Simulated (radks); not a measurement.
Values are calculated unless marked as measured or tabulated.
Q: The mean radii <r> (bohr) of the occupied orbitals of an atom or ion are listed with their occupations. Level of theory: non-relativistic Kohn-Sham, LDA (Slater exchange, VWN5 correlation), spin-polarised, spherical densities, point nucleus (a radial shooting solver on a logarithmic mesh with Libxc functionals).

orbital  occ.      <r>
1s          2  0.04250
2s          2   0.1881
2p          6   0.1620
3s          2   0.5427
3p          6   0.5462
3d         10   0.5543
4s          2    1.599
4p          6    1.950

Name the element and its charge. Open shells, if any, are filled with parallel spins first.

A: Z = 36, krypton, charge 0: Kr in [Kr]. The 1s radius gives Z: for a bare nucleus <r> = 1.5/Z, 0.04167 bohr for Z = 36, and screening makes it slightly larger (0.04250 here). The occupations add up to 36, and the charge is Z minus that.
